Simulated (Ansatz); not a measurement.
Relaxation of AlFH₃NO (7 atoms, charge 0, multiplicity 1), to a largest force component of 0.015 eV/Å in at most 40 steps.

Theory: RKS PBE-D4/def2-SVP in Ansatz.

```xyz
7
Properties=species:S:1:pos:R:3:forces:R:3
N -0.350 1.189 -0.573 1.50 1.09 0.54
Al -0.062 -0.407 0.338 0.46 -0.46 0.24
O 1.574 -0.733 1.022 -0.71 -0.58 -1.59
F -1.295 -1.614 0.516 1.07 1.17 -0.16
H 0.340 1.255 -1.399 -1.06 -0.07 1.23
H -0.030 2.022 0.076 -0.66 -1.72 -1.39
H 2.123 -1.185 0.307 -0.61 0.57 1.14
```

Q: Where does it end, and by what steps?

A: It converged. After 12 steps the energy has fallen by 0.893 eV; H5 moved furthest, 1.42 Å.

```tsv
step	energy less start (eV)	largest force component (eV/Å)	accepted
0	0.0000	1.719	yes
1	-0.2441	1.327	yes
2	-0.3795	1.046	yes
3	-0.4267	0.256	yes
4	-0.5133	0.263	yes
5	-0.5225	1.811	yes
6	-0.6927	0.704	yes
7	-0.7839	0.479	yes
8	-0.8498	0.381	yes
9	-0.8886	0.171	yes
10	-0.8900	0.087	yes
11	-0.8809	0.682	no
12	-0.8933	0.012	yes
```

```xyz
7
Properties=species:S:1:pos:R:3
N -0.135 1.241 -0.481
Al 0.211 -0.386 0.113
O 1.706 -0.699 0.885
F -0.931 -1.600 -0.088
H -0.991 1.513 -0.966
H 0.500 2.035 -0.397
H 1.939 -1.578 1.221
```

The run took 44 s on 1 thread of Intel(R) Xeon(R) Platinum 8488C (Sapphire Rapids), with other jobs on the host, peak memory 0.17 GiB.
